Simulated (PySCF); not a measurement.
**Spin-orbit coupling and the second ionisation energy along the alkaline earths**

Two-component X2C-1e calculated with PySCF 2.14: MP2 on generalised Hartree-Fock spinors (GMP2), with spin-orbit coupling off and on (screened by Boettger's factors); no Breit or QED terms. Values in eV; the references (NIST) lie between the lowest levels. Elements whose determinants are no pure J levels are left out.

| element | configurations | spin-free | with spin-orbit | shift | reference |
| --- | --- | --- | --- | --- | --- |
| Mg (x2c-TZVPPall-2c, [Ne] frozen) | [Ne] 3s1 → [Ne] | 14.734 | 14.734 | 0.000 | 15.035 |
| Ca (x2c-TZVPPall-2c, [Ne] frozen) | [Ar] 4s1 → [Ar] | 11.759 | 11.759 | 0.000 | 11.872 |
| Sr (x2c-TZVPPall-2c, [Ar] 3d10 frozen) | [Kr] 5s1 → [Kr] | 10.960 | 10.959 | 0.000 | 11.030 |
| Ba (x2c-TZVPPall-2c, [Kr] 4d10 frozen) | [Xe] 6s1 → [Xe] | 9.888 | 9.887 | 0.000 | 10.004 |

What remains against the references is mostly the basis and correlation beyond MP2.
